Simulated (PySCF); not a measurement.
Ligands exchanged one at a time, Si Cl-NH2. Gas-phase values, no solvent. One relaxed conformer stands for each flexible species; it need not be the lowest. Strings in code marks are SMILES.

The four lowest singlet excitations (Tamm–Dancoff). Computed with TPSSh-D3(BJ)/def2-TZVP in PySCF 2.14.0. Excitations are Tamm–Dancoff values on a coarser integration grid. The basis has no diffuse functions, so Rydberg states are missing or too high.

| state | energy (eV) | wavelength (nm) | oscillator strength |
|---|---|---|---|
| S1 | 5.99 | 207 | 0.000 |
| S2 | 6.62 | 187 | 0.070 |
| S3 | 6.62 | 187 | 0.070 |
| S4 | 6.65 | 187 | 0.047 |

Problem. Identify which member gives these states.
(A) `N[Si](N)(Cl)Cl`
(B) `N[Si](N)(N)N`
(C) `N[Si](N)(N)Cl`

Solution. B, `N[Si](N)(N)N`
